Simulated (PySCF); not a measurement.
Two-dimensional NMR puzzle

Compound of formula C4H12O2Si. Correlations simulated from computed shifts and the bond graph:

HSQC (one-bond C–H):
```
   δH    δC
 3.79  51.9
-0.06  -2.6
```

HMBC (two and three bonds, from the bond graph):
```
   δH    δC
-0.06  -2.6
```

Computational details: coordinates at the GFN2-xTB level, NMR shieldings at PBE0/pcSseg-1/GIAO, in PySCF 2.14 (one conformer, relativity neglected, gas phase, one averaged value for each set of equivalent atoms).

Scale: TMS for ¹H (σref 31.72) and ¹³C (σref 186.93) (reference shieldings calculated alike).

Exchangeable hydrogens are left out of these lists.

Which molecule is this?

Results:

SMILES CO[Si](C)(C)OC.

Numbering as in the mapped SMILES `[CH3:1][O:2][Si:3]([CH3:4])([CH3:5])[O:6][CH3:7]`. Hydrogens are named by the atom that carries them.

1. δC 51.9 is C1/C7, a methyl carbon bonded to O (δH 3.79).
2. δC -2.6 is C4/C5, a methyl carbon bonded to Si (δH -0.06).

The data come from this structure; uniqueness wasn't tested.

Shifts are as computed. Against solution values, carbons near 30 ppm lie about +3 ppm off and those near 130 ppm about +5 ppm. Of 1211 compounds with measured shifts, 218 miss one by over three times the rms of a fit or turn the order of signals round; such compounds aren't used in these exercises.
